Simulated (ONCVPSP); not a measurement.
# Which change was made? (Te, ONCV)

```json
{
  "Element": "tellurium (Te)",
  "Generator": "ONCVPSP 4.0.1",
  "Type": "optimised norm-conserving Vanderbilt (ONCV)",
  "Functional": "BLYP",
  "Relativity": "fully relativistic",
  "Frozen core": "[Ar] 3d10 4s2",
  "Valence charge": "22",
  "Reference configuration": "4p6 4d10 5s2 5p4",
  "Partial waves": "5s: rc 1.60 bohr, ncon 5, nbas 9, qcut 3.2 1/bohr, 2 projectors, debl 1.7 Ha; 4p+5p: rc 1.55 bohr, ncon 4, nbas 7, qcut 11.1 1/bohr, 3 projectors, debl 0.3 Ha; 4d: rc 1.00 bohr, ncon 4, nbas 7, qcut 8.9 1/bohr, 2 projectors, debl 2.3 Ha",
  "Local potential": "polynomial inside 1.00 bohr (lpopt 5, dvloc0 3 Ha)",
  "Core correction": "polynomial model core, fcfact 0.45"
}
```

Open shells are filled in proportion to 2j + 1.

Cutoffs, loose and tight: the cutoffs (Ha) at which the residual kinetic energy of the hardest occupied pseudo-wave falls to 1 and 0.1 mHa per electron. They do not see the model core or the augmentation charge, which bear on the density cutoff. Test errors are all-electron minus pseudo excitation energies from the reference, over the configurations 4p6 4d10 5s2 5p3; 4p6 4d10 5s2 5p2; 4p6 4d10 5s2 5p1; 4p6 4d10 5s2 5p0; variants that change the core or the reference have their own tests.

The base gives: outcome: generated, misses its reference levels by 0.24 eV; cutoff, loose: 122 Ha; cutoff, tight: 165 Ha; bound ghosts: s, d3/2; GHOST(+) flags above zero: s, d5/2; largest test error (meV): -23.

**Question.** After one change the result is: outcome: generated; cutoff, loose: 121 Ha; cutoff, tight: 165 Ha; bound ghosts: s, d3/2; GHOST(+) flags above zero: s, d5/2; largest test error (meV): -23. Which change was it?
A. d: nproj 1
B. d: qcut 7.2
C. s: qcut 3.8; p: qcut 13.3; d: qcut 10.7
D. functional PBE

**Answer.** D. The others give: s: qcut 3.8; p: qcut 13.3; d: qcut 10.7 → outcome: generated; cutoff, loose: 78 Ha; cutoff, tight: 91 Ha; bound ghosts: s, p3/2, p1/2; GHOST(+) flags above zero: s; largest test error (meV): -21 | d: qcut 7.2 → outcome: generated; cutoff, loose: 159 Ha; cutoff, tight: 183 Ha; bound ghosts: s; GHOST(+) flags above zero: s, d3/2; largest test error (meV): -24 | d: nproj 1 → outcome: generated; cutoff, loose: 122 Ha; cutoff, tight: 165 Ha; bound ghosts: s; GHOST(+) flags above zero: s; largest test error (meV): -23.
